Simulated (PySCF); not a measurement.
J couplings in BBrGeH4O

Bonds (- single, = double, # triple, : aromatic): Ge1-O2 1.820 Å, O2-B3 1.326 Å, B3-Br4 1.949 Å. Ge1 carries H5, H6, H7; B3 carries H8.

Couplings: B3LYP/pcJ-1 (pcSseg-1 on Br, pcSseg-1 on Ge) in PySCF 2.14.0 with density-fitted response routines, geometry PBE0-D3(BJ)/def2-SVP; gas phase, one conformer, non-relativistic. Couplings are averaged over pairs made equivalent by symmetry, fast rotation or ring inversion, so a value needn't be that of the named pair in this geometry, while other rotamers aren't included; one pair stands for each set, and the list holds those of at least 1.5 Hz over up to four bonds.

Isotopes: 11B, 1H, 17O. Couplings to quadrupolar nuclei such as 17O and 33S are rarely resolved in practice.

| pair | bonds | J (Hz) |
| --- | --- | --- |
| O2, B3 | 1 | -2.5 |
| B3, H8 | 1 | ? |
| O2, H5 | 2 | -7.1 |
| O2, H8 | 2 | ? |
| H5, H6 | 2 | 26.0 |
| B3, H5 | 3 | 2.2 |

Task: Estimate the withheld couplings, with signs.

Result: 
- 1J(B3,H8) = 216.9 Hz (bond length 1.205 Å)
- 2J(O2,H8) = -24.0 Hz (angle at B3 122°)

Relativistic effects of the heavier atoms present are left out.
